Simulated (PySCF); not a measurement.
## Vertical excitation energies

C9H12O.
Numbering: `[CH3:1][CH2:2][CH2:3][O:4][c:5]1[cH:6][cH:7][cH:8][cH:9][cH:10]1` (hydrogens: H11, H12, H13 on C1; H14, H15 on C2; H16, H17 on C3; H18 on C6; H19 on C7; H20 on C8; H21 on C9; H22 on C10)

Structure used (PBE0-D3(BJ)/def2-SVP), in Å, numbered top down from 1:
```xyz
22
C9H12O angstrom
C      3.5635   -0.4696   -1.1366
C      2.5028   -0.0830   -0.1202
C      1.0989   -0.2400   -0.6612
O      0.1927    0.1454    0.3412
C     -1.1318    0.0793    0.0970
C     -1.9748    0.4625    1.1502
C     -3.3529    0.4265    0.9889
C     -3.9169    0.0099   -0.2202
C     -3.0785   -0.3694   -1.2630
C     -1.6899   -0.3392   -1.1165
H      3.4593   -1.5207   -1.4505
H      4.5747   -0.3484   -0.7217
H      3.5014    0.1539   -2.0430
H      2.5946   -0.6984    0.7897
H      2.6354    0.9632    0.2004
H      0.9614    0.3853   -1.5650
H      0.9161   -1.2903   -0.9612
H     -1.5156    0.7843    2.0869
H     -3.9974    0.7274    1.8186
H     -5.0014   -0.0175   -0.3444
H     -3.5037   -0.6975   -2.2150
H     -1.0553   -0.6417   -1.9497
```

Method used: TDDFT PBE0/def2-SVPD, vertical, gas phase, core orbitals frozen in the response in PySCF 2.14.0, density-fitted response routines.

| state | E (eV) | λ (nm) | ν̃ (cm⁻¹) | f | symmetry | main configurations (H = HOMO, L = LUMO) |
| --- | --- | --- | --- | --- | --- | --- |
| S1 | 5.12 | 242.0 | 41330 | 0.032 | A′ | H→L (80%), H-1→L+1 (17%) |
| S2 | 5.88 | 210.9 | 47410 | 0.106 | A′ | H→L+1 (74%), H-1→L (22%) |
| S3 | 6.18 | 200.6 | 49860 | 0.0039 | A″ | H→L+2 (84%), H→L+3 (14%) |
| S4 | 6.55 | 189.3 | 52840 | 0.0065 | A″ | H→L+3 (80%), H→L+2 (11%) |
| S5 | 6.79 | 182.7 | 54730 | 0.0004 | – | H→L+4 (86%) |
| S6 | 6.87 | 180.6 | 55380 | 0.647 | A′ | H-1→L (58%), H→L+1 (20%), H-1→L+1 (12%) |
| S7 | 6.90 | 179.7 | 55640 | 0.388 | A′ | H-1→L+1 (60%), H-1→L (15%), H→L (11%) |
| S8 | 6.97 | 177.9 | 56220 | 0.011 | A″ | H→L+5 (75%) |
| S9 | 7.07 | 175.3 | 57060 | 0.0001 | – | H-1→L+2 (62%), H-1→L+3 (31%) |
| S10 | 7.32 | 169.3 | 59050 | 0.014 | A″ | H→L+6 (69%), H→L+8 (25%) |

Triplets, Tamm–Dancoff:

| state | E (eV) | λ (nm) | main configurations (H = HOMO, L = LUMO) |
| --- | --- | --- | --- |
| T1 | 3.98 | 311.3 | H→L+1 (47%), H-1→L (26%), H→L (22%) |
| T2 | 4.26 | 291.4 | H→L (74%), H→L+1 (19%) |
| T3 | 4.66 | 265.8 | H-1→L (67%), H→L+1 (30%) |
| T4 | 5.44 | 228.0 | H-1→L+1 (95%) |

The lowest singlet comes at 242 nm (494 kJ/mol) in the ultraviolet; it is of moderate strength; its leading configuration is HOMO→LUMO (80%). The strongest level in the table is S6 at 6.87 eV (181 nm, f = 0.647). Löwdin shares by element: HOMO carbon 46% or more, oxygen 21% (atoms not listed hold the other 33%); LUMO carbon 74% or more (atoms not listed hold the other 26%). Of the 10 states listed, 6 reach f = 0.01 and 2 stay under 0.0005. Orbital energies (eV): HOMO-3 -9.17, HOMO-2 -9.03, HOMO-1 -7.27, HOMO -6.40, LUMO -0.21, LUMO+1 0.20, LUMO+2 0.67. The oscillator strengths of these states sum to 1.209; summed over the whole spectrum of an exact calculation they would give the number of electrons, 74 (Thomas–Reiche–Kuhn). The vertical ionisation energy (ΔSCF) is 8.15 eV, 0.83 eV above S10. Symmetry labels in Cs follow from the direction of the transition dipole and are given only for states with f of 0.002 or more. The window holds the lowest 10 singlets.

One conformer stands for the species.
